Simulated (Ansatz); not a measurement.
Calculated with Ansatz (gas phase, PBE0-D4/def2-TZVP geometries, no zero-point term in ΔE). CCSD(T)/CBS is the MP2 limit (def2-TZVPP, def2-QZVPP) plus CCSD(T) − MP2 in def2-TZVPP, frozen cores. This one scheme is used for every species. DFT in def2-TZVPP. B3LYP here is the variant with VWN-RPA as its local correlation; programs differ in this. For Ge outer-core shells are correlated without core-valence functions, which leaves a few kJ/mol of doubt a bond. Scalar relativity is left out up to krypton. One conformer a species, not always the lowest.

`O[SiH2][GeH2][OH]` + `CO[SiH2]N` → `CO[SiH2]N[SiH2]O` + `[OH][GeH3]`  (cleavage of the Si–Ge bond)

`O[SiH2][GeH2][OH]`:

```xyz
10

O    -1.672    1.765   -0.281
Si   -0.093    1.296   -0.135
Ge    0.073   -1.046    0.319
O     1.808   -1.427    0.079
H    -2.170    1.425   -1.025
H     0.456    2.082    0.995
H     0.684    1.588   -1.372
H    -0.337   -1.448    1.754
H    -0.772   -1.905   -0.656
H     2.024   -2.329    0.323
```

`CO[SiH2]N`:

```xyz
11

C    -0.567   -0.218    1.620
O    -0.847    0.610    0.519
Si    0.189    0.789   -0.746
N     0.533   -0.616   -1.651
H    -0.520   -1.273    1.327
H     0.384    0.052    2.098
H    -1.365   -0.099    2.355
H     1.508    1.249   -0.233
H    -0.493    1.783   -1.601
H     1.325   -1.201   -1.454
H    -0.146   -1.076   -2.234
```

`CO[SiH2]N[SiH2]O`:

```xyz
15

C    -0.988    0.602    1.865
O    -0.065    1.179    0.966
Si   -0.334    1.187   -0.666
N    -0.250   -0.401   -1.316
Si    1.104   -1.455   -1.102
O     2.093   -0.762    0.007
H    -0.606    0.731    2.879
H    -1.966    1.090    1.798
H    -1.120   -0.470    1.675
H     0.737    2.064   -1.182
H    -1.694    1.712   -0.961
H    -1.106   -0.797   -1.674
H     0.588   -2.790   -0.688
H     1.933   -1.624   -2.320
H     1.673   -0.267    0.719
```

`[OH][GeH3]`:

Cartesian coordinates in Å:
```
O -0.432 1.300 -0.080
Ge 0.270 -0.327 0.118
H -1.252 1.290 -0.578
H 1.549 -0.091 0.925
H 0.580 -0.937 -1.263
H -0.716 -1.236 0.877
```

| level | ΔE (kJ/mol) |
| --- | --- |
| B3LYP-D4 | -68.7 |
| ωB97M-V | -73.9 |
| B3LYP | -59.4 |
| MP2/def2-TZVPP | -79.0 |
| CCSD(T)/def2-TZVPP | -74.3 |
| HF/def2-QZVPP | -77.8 |
| SCS-MP2/def2-QZVPP | -77.3 |
| HF/CBS(def2) | -78.0 |

What does CCSD(T)/CBS give? (Estimate.)

Ansatz gave: -71.3 kJ/mol. The listed levels differ from it by 2.6, -2.6, 11.9, -7.7, -3.0, -6.5, -6.0, -6.7 kJ/mol.

Largest T1 diagnostic among the species: 0.012.

From PBE to PBE0 (25 % exact exchange), in def2-TZVPP and without D4, ΔE moves by −7.4 kJ/mol. The D4 term adds −9.2 kJ/mol with B3LYP and −5.2 kJ/mol with PBE0; it sums over pairs of atoms, weighted by their polarisabilities, and B3LYP, whose exchange is more repulsive, gets the larger term.
